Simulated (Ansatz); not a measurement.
Reaction (substitution at a C–C bond): `N=CC[TeH]` + `O[SiH3]` → `[SiH3]OC[TeH]` + `C=N`

Isolated molecules relaxed with PBE0-D4/def2-TZVP in Ansatz; ΔE leaves out vibrations. CCSD(T)/CBS is the MP2 limit (def2-TZVPP, def2-QZVPP) plus CCSD(T) − MP2 in def2-TZVPP, frozen cores. This one scheme is used for every species. DFT in def2-TZVPP. B3LYP here is the variant with VWN-RPA as its local correlation; programs differ in this. def2 core potentials past Kr. For Te outer-core shells are correlated without core-valence functions, which leaves a few kJ/mol of doubt a bond. One conformer a species, not always the lowest.

| level | ΔE (kJ/mol) |
| --- | --- |
| PBE0-D4 | 80.1 |
| B3LYP-D4 | 72.9 |
| ωB97M-V | 78.2 |
| PBE | 78.1 |

Task: What does CCSD(T)/CBS give? (Estimate.)

Result: The calculation gave: +81.0 kJ/mol. The listed levels differ from it by -0.9, -8.1, -2.8, -2.9 kJ/mol.

Largest T1 diagnostic among the species: 0.012.

From PBE to PBE0 (25 % exact exchange), in def2-TZVPP and without D4, ΔE moves by +4.1 kJ/mol. The D4 term adds −3.8 kJ/mol with B3LYP and −2.1 kJ/mol with PBE0; it sums over pairs of atoms, weighted by their polarisabilities, and B3LYP, whose exchange is more repulsive, gets the larger term.

CCSD(T)/CBS has its own doubt, a few kJ/mol and more with outer-core shells, so smaller differences from it don't rank the levels.
